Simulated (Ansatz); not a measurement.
Fe, quintet; HF/aug-cc-pVDZ in Ansatz (a program for electronic structure).

Input for Ansatz:
Ansatz 0.2 input:
```yaml
crystal:
  periodic: [false, false, false]
  atoms:
    - {symbol: Fe, position_ang: [0.00000000, 0.00000000, 0.00000000]}
basis:
  gaussian:
    orbitals: aug-cc-pVDZ
hamiltonian:
  xc: hf
magnetization: {spin_polarized: true, initial_magnetization: 4}
```

Output, abridged:

```
Functional definition: HF
382 factors; integrals over basis functions are off by at most 1.3e-4 eV
mean field evaluation 1: about -34352.5475 eV, gradient 1.0e1 eV
mean field evaluation 2: about -34352.5514 eV, gradient 1.0e1 eV
mean field evaluation 4: about -34353.0361 eV, gradient 1.9e0 eV
mean field evaluation 8: about -34353.0544 eV, gradient 9.5e-2 eV
mean field evaluation 16: about -34353.0546 eV, gradient 5.0e-4 eV
mean field evaluation 32: about -34351.2169 eV, gradient 4.5e-1 eV
mean field evaluation 64: about -34353.0545 eV, gradient 6.6e-5 eV
mean field evaluation 96: about -34353.0545 eV, gradient 6.5e-4 eV
mean field evaluation 128: about -34352.1957 eV, gradient 3.8e0 eV
mean field evaluation 160: about -34348.7578 eV, gradient 2.9e1 eV
mean field evaluation 192: about -34350.8187 eV, gradient 1.0e0 eV
mean field evaluation 224: about -34353.0546 eV, gradient 1.9e-2 eV
mean field evaluation 256: about -34353.0546 eV, gradient 4.9e-4 eV
mean field evaluation 288: about -34353.0546 eV, gradient 2.5e-3 eV
mean field -34353.05458615 eV, -1262.4514707041 hartree, gradient 6.0e-6 eV, S^2 6.015996; 5 other end points of the search recorded, 0 dependent functions left out
reference -34353.05458615 eV, -1262.4514707041 hartree; 15, 11 occupied and 44, 48 virtual orbitals, 382 factors
Total energy: -34353.05458615 eV, -1262.4514707041 hartree
```
